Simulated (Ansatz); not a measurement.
Molecule: sum formula SiN$_{3}$H$_{8}$ (charge +1, singlet). It need not be the lowest isomer of its formula. 
Structure (B3LYP-D3(BJ)/def2-TZVP (Ansatz, an electronic-structure program) minimum search):
```
Si
N 1 1.6732
H 2 1.0086 1 122.33
H 2 1.0087 3 112.31 1 -170.13
N 1 1.6835 2 113.61 3 -143.95
H 5 1.0094 1 124.11 2 -176.16
H 5 1.0101 6 110.80 1 154.11
H 1 1.4672 2 112.17 3 -0.66
N 1 1.9298 8 98.44 2 -112.23
H 9 1.0217 1 111.15 8 61.65
H 9 1.0219 10 107.11 1 124.55
H 9 1.0219 10 107.52 11 114.86
```
Charge +1, spin multiplicity 1.

Total electronic energies in hartree. Valence correlation only, unless marked. Spin-orbit coupling is left out. Non-relativistic unless marked X2C. CBS marks a two-point X^-3 extrapolation of the correlation energy; Hartree-Fock from the larger set.

| level | program | energy (Eh) |
|---|---|---|
| PBE/def2-TZVPD | Ansatz | -458.15010 |
| BLYP-D4/def2-TZVPD | Ansatz + dftd4 | … |
| revPBE-D3(BJ)/def2-TZVPD | Ansatz + dftd3 | -458.41437 |
| revPBE/def2-TZVPD | Ansatz | -458.39270 |
| B97M-V/def2-TZVPD | Ansatz | -458.40646 |
| PBE0/6-31G* | Ansatz | -458.07460 |
| PBE0-D3(BJ)/def2-TZVPD | Ansatz + dftd3 | -458.20261 |
| PBE0-D4/def2-TZVP | Ansatz + dftd4 | -458.19983 |
| BHLYP-D4/def2-TZVPD | Ansatz + dftd4 | -458.42437 |
| LC-wPBE/def2-TZVPD | Ansatz | -458.32801 |
| wB97X-V/def2-TZVPD | Ansatz | -458.41237 |
| B2PLYP-D4/def2-TZVPD | Ansatz + dftd4 | -458.25880 |
| B2PLYP/def2-TZVPD | Ansatz | -458.25379 |
| MP2/cc-pV(T+d)Z | Ansatz | -457.68771 |
| RI-MP2/cc-pV(T+d)Z | Ansatz | -457.68747 |
| SCS-MP2/STO-3G | Ansatz | -451.60550 |
| CCSD/cc-pV(D+d)Z | Ansatz | -457.50162 |
| CCSD/cc-pV(T+d)Z | Ansatz | -457.72450 |
| CCSD/cc-pV(Q+d)Z | Ansatz | -457.78659 |
| CCSD/CBS(cc-pV(T+d)Z,cc-pV(Q+d)Z) | Ansatz | -457.8200 |
| CCSD(T)/cc-pV(D+d)Z | Ansatz | -457.51734 |
| X2C-CCSD(T)/cc-pVTZ-DK | Ansatz | -458.43459 |
| CCSD(T)/CBS(cc-pV(T+d)Z,cc-pV(Q+d)Z) | Ansatz | -457.8544 |

Problem. Some entries are withheld; supply them.

Solution. 
- BLYP-D4/def2-TZVPD, energy (Eh): -458.45828
